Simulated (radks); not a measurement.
The numbers below are computed, except where a source is named.
Task: All-electron atom: the chlorine ion Cl3+ in [Ne] 3s1 3p2 4p1 (not the ground configuration). Code: a radial shooting solver on a logarithmic mesh with Libxc functionals. Model: Dirac Kohn-Sham, PBE, spin-unpolarised, spherical densities, point nucleus; open shells are shared between the two j in proportion to 2j + 1. Some entries of the table are withheld. Estimate them.

orbital,occ.,eigenvalue (hartree),<r> (bohr)
1s1/2,2,-103.2224,0.09095
2s1/2,2,-11.32132,0.4426
2p1/2,2,(1),0.4033
2p3/2,4,(2),0.4056
3s1/2,1,(3),1.358
3p1/2,0.666667,-1.89952,(4)
3p3/2,1.33333,-1.89201,(5)
3d3/2,0,(6),1.670
3d5/2,0,(7),1.671
4s1/2,0,-0.87036,(8)
4p1/2,0.333333,(9),3.483
4p3/2,0.666667,(10),3.491

Result: 
(1) 2p1/2 eigenvalue (hartree): -9.12765
(2) 2p3/2 eigenvalue (hartree): -9.06474
(3) 3s1/2 eigenvalue (hartree): -2.41557
(4) 3p1/2 <r> (bohr): 1.455
(5) 3p3/2 <r> (bohr): 1.460
(6) 3d3/2 eigenvalue (hartree): -1.16710
(7) 3d5/2 eigenvalue (hartree): -1.16657
(8) 4s1/2 <r> (bohr): 3.166
(9) 4p1/2 eigenvalue (hartree): -0.72559
(10) 4p3/2 eigenvalue (hartree): -0.72388
